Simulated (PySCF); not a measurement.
**Pr2O3 at several levels of theory**

Computed with PySCF 2.14.0 (density fitting, no spin-orbit coupling) at the geometry relaxed with B3LYP:

```xyz
5
Pr2O3 (singlet in the valence; each metal's 4f electrons, 2 of them, lie in its core potential, out of spins and levels)
Pr    0.0000    0.0000    1.4864
Pr    0.0000    0.0000   -1.4864
O     1.5807    0.0000    0.0000
O    -0.7904    1.3690    0.0000
O    -0.7904   -1.3690    0.0000
```

```tsv
level	basis	state	HOMO (eV)	gap (eV)	charge on Pr1 (e)	population of f-type functions on Pr1 (polarisation alone where 4f lies in the core)	dipole about the centre of mass (D)	largest force component (eV/Å)
B3LYP	Pr lcecp-1-SVP with ECP48, O def2-SVP	singlet	-5.01	3.63	0.94	0.10	0.00	0.00
TPSS	the same	singlet	-3.93	2.51	0.90	0.09	0.00	0.12
B3LYP	Pr lcecp-1-TZVP with ECP48, O def2-TZVP	singlet	-5.08	3.69	1.24	0.11	0.00	0.15
```

In the lcecp rows the 4f levels are missing from HOMO and gap, and the state counts the valence alone.

Charges are Mulliken's, which hang on the basis. The relaxation used the grid (50, 194), these runs (75, 302) or, all-electron (x2c bases, spin-free X2C Hamiltonian), (99, 590).

Q: A further run in the first row's basis gives HOMO (eV) -3.99, gap (eV) 2.37, charge on Pr1 (e) 0.82, population of f-type functions on Pr1 (polarisation alone where 4f lies in the core) 0.10, dipole about the centre of mass (D) 0.00, largest force component (eV/Å) 0.11. Which level was it?
A. PBE
B. PBE0
C. HF

A: A. The others give HOMO -5.23 eV (PBE0); -8.49 eV (HF).

In the first row's basis the gap widens with exact exchange: 2.4 to 2.5 eV for PBE, TPSS (none); 3.6 to 4.2 eV for B3LYP, PBE0 (a fixed share); 8.9 eV for Hartree–Fock (rising or full at long range).

An lcecp potential fixes the number of 4f electrons, so in runs with it no electron can move into or out of that shell.
